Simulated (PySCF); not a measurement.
Geometries of 2 isomers of C5H7FO2, from PySCF, PBE0-D3(BJ)/def2-SVP geometry optimisation, gas phase. One conformer each, no zero-point energy, no frequencies.

Problem. Which is lower in electronic energy at this level?
A.
```xyz
15
angstrom
C      3.800    0.787    0.231
C      2.708    0.079   -0.036
O      1.465    0.621    0.167
C      0.380   -0.138   -0.101
O      0.436   -1.264   -0.514
C     -0.884    0.614    0.189
C     -2.114   -0.211   -0.114
F     -3.236    0.521    0.178
H      3.741    1.808    0.614
H      4.781    0.342    0.064
H      2.698   -0.944   -0.419
H     -0.875    0.925    1.247
H     -0.884    1.548   -0.396
H     -2.137   -0.499   -1.177
H     -2.119   -1.136    0.485
```
B.
```xyz
15
angstrom
C      1.944   -0.187   -1.054
O      0.741   -0.796   -0.680
C      0.126   -0.221    0.446
C     -1.121   -1.030    0.811
O     -2.270   -0.295    0.383
C     -1.850    0.959    0.105
C     -0.523    1.105    0.183
F      0.171    2.218   -0.042
H      1.800    0.846   -1.417
H      2.380   -0.787   -1.865
H      2.665   -0.157   -0.213
H      0.854   -0.178    1.281
H     -1.104   -2.005    0.307
H     -1.197   -1.176    1.901
H     -2.618    1.689   -0.147
```

Solution. A. That is `O=C(CCF)OC=C`, 27.0 kcal/mol below the other.

| SMILES | atoms numbered as above | E (Eh) | relative (kcal/mol) | relative (kJ/mol) | dipole (D) |
| --- | --- | --- | --- | --- | --- |
| C=COC(=O)CCF | [CH2:1]=[CH:2][O:3][C:4](=[O:5])[CH2:6][CH2:7][F:8] | -444.20928 | 0.0 | 0.0 | 1.61 |
| CO[C@@H]1COC=C1F | [CH3:1][O:2][C@@H:3]1[CH2:4][O:5][CH:6]=[C:7]1[F:8] | -444.16622 | 27.0 | 113.1 | 1.22 |

As drawn, the lower has a C=O bond and a C(=O)–O unit, which the higher lacks.
